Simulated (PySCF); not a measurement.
OSc, charge +2, doublet, at a GFN2-xTB geometry of the parent state (such geometries of metal compounds can be far from the true shape) (a state made from the parent by changing its charge; the spin is typed, not shown lowest); PySCF with BLYP/cc-pVDZ.

PySCF was given this input:
```python
from pyscf import gto, scf, dft

mol = gto.Mole()
mol.atom = '''
    Sc   -0.000000   -0.000000   -0.482432
    O     0.000000    0.000000    1.266384
'''
mol.basis = 'cc-pvdz'
mol.charge = 2
mol.spin = 1
mol.verbose = 4
mol.build()

mf = dft.ROKS(mol)
mf.xc = 'blyp'
mf.kernel()
mf.analyze()
```

What the program printed (banner, timings and long lists left out):

```
PySCF version 2.14.0

[INPUT] verbose = 4
[INPUT] num. atoms = 2
[INPUT] num. electrons = 27
[INPUT] charge = 2
[INPUT] spin (= nelec alpha-beta = 2S) = 1
[INPUT] symmetry False subgroup None
[INPUT] Mole.unit = angstrom
[INPUT] Symbol           X                Y                Z      unit          X                Y                Z       unit  Magmom
[...]
nuclear repulsion = 50.8354060316008
number of shells = 12
number of NR pGTOs = 148
number of NR cGTOs = 57
basis = cc-pvdz
ecp = {}

******** <class 'pyscf.dft.roks.ROKS'> ********
method = ROKS
initial guess = minao
damping factor = 0
level_shift factor = 0
DIIS = <class 'pyscf.scf.diis.CDIIS'>
diis_start_cycle = 1
diis_space = 8
diis_damp = 0
SCF conv_tol = 1e-09
SCF conv_tol_grad = None
SCF max_cycles = 50
direct_scf = True
direct_scf_tol = 1e-13
num. doubly occ = 13  num. singly occ = 1
XC library pyscf.dft.libxc version 7.1.2
    S. Lehtola, C. Steigemann, M. J. T. Oliveira, and M. A. L. Marques,  SoftwareX 7, 1–5 (2018)
XC functionals = blyp
    A. D. Becke,  Phys. Rev. A 38, 3098 (1988)
    C. Lee, W. Yang, and R. G. Parr,  Phys. Rev. B 37, 785 (1988)
    B. Miehlich, A. Savin, H. Stoll, and H. Preuss,  Chem. Phys. Lett. 157, 200 (1989)
radial grids:
    Treutler-Ahlrichs [JCP 102, 346 (1995); DOI:10.1063/1.469408] (M4) radial grids

becke partition: Becke, JCP 88, 2547 (1988); DOI:10.1063/1.454033
pruning grids: <function nwchem_prune>
grids dens level: 3
symmetrized grids: False
atomic radii adjust function: <function treutler_atomic_radii_adjust>
small_rho_cutoff = 0
Set gradient conv threshold to 3.16228e-05
tot grids = 34728
init E= -835.702912748606
[...]
cycle= 1 E= -834.948081216364  delta_E= 0.755  |g|= 0.828  |ddm|= 12.7
[...]
cycle= 2 E= -834.46102678613  delta_E= 0.487  |g|= 1.42  |ddm|= 14.1

WARN: HOMO -0.664082267029882 >= LUMO -0.795808254337836

cycle= 3 E= -834.633955583918  delta_E= -0.173  |g|= 0.928  |ddm|=  4.4
[...]
cycle= 4 E= -835.066022039616  delta_E= -0.432  |g|= 0.349  |ddm|= 1.55

WARN: HOMO -0.692990550627431 >= LUMO -0.831853421005549

cycle= 5 E= -834.684157079308  delta_E= 0.382  |g|= 0.777  |ddm|= 1.72
[...]
cycle= 6 E= -835.093184823033  delta_E= -0.409  |g|= 0.156  |ddm|= 1.17
[...]
cycle= 7 E= -835.099719512602  delta_E= -0.00653  |g|= 0.107  |ddm|= 1.02
[...]
cycle= 8 E= -835.100797260963  delta_E= -0.00108  |g|= 0.0862  |ddm|= 0.94
[...]
cycle= 9 E= -835.100663482696  delta_E= 0.000134  |g|= 0.0833  |ddm|= 0.939
[...]
cycle= 10 E= -835.100535075546  delta_E= 0.000128  |g|= 0.0832  |ddm|= 0.0502
[...]
cycle= 11 E= -835.100517053788  delta_E= 1.8e-05  |g|= 0.0785  |ddm|= 0.042
[...]
cycle= 12 E= -835.09935601511  delta_E= 0.00116  |g|= 0.101  |ddm|= 0.128
[...]
cycle= 13 E= -835.099210907024  delta_E= 0.000145  |g|= 0.103  |ddm|= 0.0378
[...]
cycle= 14 E= -835.101150356046  delta_E= -0.00194  |g|= 0.0707  |ddm|= 0.0643
[...]
cycle= 15 E= -835.097921356079  delta_E= 0.00323  |g|= 0.109  |ddm|= 0.942
[...]
cycle= 16 E= -835.100389753955  delta_E= -0.00247  |g|= 0.0847  |ddm|= 0.0429
[...]
cycle= 17 E= -835.099716765533  delta_E= 0.000673  |g|= 0.0944  |ddm|= 0.939
[...]
cycle= 18 E= -835.099942606093  delta_E= -0.000226  |g|= 0.0923  |ddm|= 0.032
[...]
cycle= 19 E= -835.098978669408  delta_E= 0.000964  |g|=  0.1  |ddm|= 0.0261
[...]
cycle= 20 E= -835.09897041362  delta_E= 8.26e-06  |g|= 0.103  |ddm|= 0.941
[...]
cycle= 21 E= -835.101443143561  delta_E= -0.00247  |g|= 0.0796  |ddm|= 0.919
[...]
cycle= 22 E= -835.100985104378  delta_E= 0.000458  |g|= 0.0848  |ddm|= 0.0232
[...]
cycle= 23 E= -835.100839398396  delta_E= 0.000146  |g|= 0.0874  |ddm|= 0.0935
[...]
cycle= 24 E= -835.092835343396  delta_E= 0.008  |g|= 0.147  |ddm|= 0.944
[...]
cycle= 25 E= -835.095994920642  delta_E= -0.00316  |g|= 0.128  |ddm|= 0.0812
[...]
cycle= 26 E= -835.096207309231  delta_E= -0.000212  |g|= 0.126  |ddm|= 0.00738
[...]
cycle= 27 E= -835.098946777603  delta_E= -0.00274  |g|= 0.103  |ddm|= 0.105
[...]
cycle= 28 E= -835.100912934066  delta_E= -0.00197  |g|= 0.0824  |ddm|= 0.0895
[...]
cycle= 29 E= -835.0984618387  delta_E= 0.00245  |g|= 0.106  |ddm|= 0.936
[...]
cycle= 30 E= -835.100163773247  delta_E= -0.0017  |g|= 0.0933  |ddm|= 0.0602
[...]
cycle= 31 E= -835.098285254149  delta_E= 0.00188  |g|= 0.109  |ddm|= 0.0424
[...]
cycle= 32 E= -835.101239947578  delta_E= -0.00295  |g|= 0.0804  |ddm|= 0.614
[...]
cycle= 33 E= -835.100344993854  delta_E= 0.000895  |g|= 0.0903  |ddm|= 0.709
[...]
cycle= 34 E= -835.100953297221  delta_E= -0.000608  |g|= 0.0838  |ddm|= 0.883
[...]
cycle= 35 E= -835.09692216993  delta_E= 0.00403  |g|= 0.119  |ddm|= 0.108
[...]
cycle= 36 E= -835.100167949744  delta_E= -0.00325  |g|= 0.0919  |ddm|= 0.0646
[...]
cycle= 37 E= -835.101336345133  delta_E= -0.00117  |g|= 0.0796  |ddm|= 0.227
[...]
cycle= 38 E= -835.100958441607  delta_E= 0.000378  |g|= 0.084  |ddm|= 0.911
[...]
cycle= 39 E= -835.100415855627  delta_E= 0.000543  |g|= 0.0901  |ddm|= 0.104
[...]
cycle= 40 E= -835.091278502539  delta_E= 0.00914  |g|= 0.153  |ddm|= 0.153
[...]
cycle= 41 E= -835.099373669512  delta_E= -0.0081  |g|= 0.0998  |ddm|= 0.112
[...]
cycle= 42 E= -835.099290451209  delta_E= 8.32e-05  |g|= 0.101  |ddm|= 0.0449
[...]
cycle= 43 E= -835.099726089921  delta_E= -0.000436  |g|= 0.0986  |ddm|= 0.94
[...]
cycle= 44 E= -835.094369908713  delta_E= 0.00536  |g|= 0.137  |ddm|= 0.17
[...]
cycle= 45 E= -835.097458972449  delta_E= -0.00309  |g|= 0.117  |ddm|= 0.0745
[...]
cycle= 46 E= -835.097534021899  delta_E= -7.5e-05  |g|= 0.114  |ddm|= 0.124
[...]
cycle= 47 E= -835.100795723873  delta_E= -0.00326  |g|= 0.0878  |ddm|= 0.19
[...]
cycle= 48 E= -835.101264765754  delta_E= -0.000469  |g|= 0.0822  |ddm|= 0.728
[...]
cycle= 49 E= -835.096193479968  delta_E= 0.00507  |g|= 0.127  |ddm|= 0.736
[...]
cycle= 50 E= -835.096878382612  delta_E= -0.000685  |g|= 0.121  |ddm|= 0.154
SCF not converged.
SCF energy = -835.096878382612
**** SCF Summaries ****
Total Energy =                        -835.096878382612431
Nuclear Repulsion Energy =              50.835406031600819
One-electron Energy =                -1228.568240341147657
Two-electron Energy =                  342.635955926934457
Two-electron Coulomb Energy =          389.715399353874602
DFT Exchange-Correlation Energy =      -47.079443426940145
HOMO-LUMO gap [eV] =                     3.865367130226512
**** MO energy ****
                Roothaan           | alpha              | beta
[...]
 ** Mulliken pop on meta-lowdin orthogonal AOs  **
 ** Mulliken pop  **
 ** Mulliken atomic charges  **
charge of    0Sc =      1.97132
charge of    1O =      0.02868

WARN: System has nonzero charge 2; the dipole moment is origin-dependent.
Location of origin: [0. 0. 0.]

Dipole moment(X, Y, Z, Debye):  0.03718,  0.00216, -5.79545
```

The run did not converge; its last values are not results.
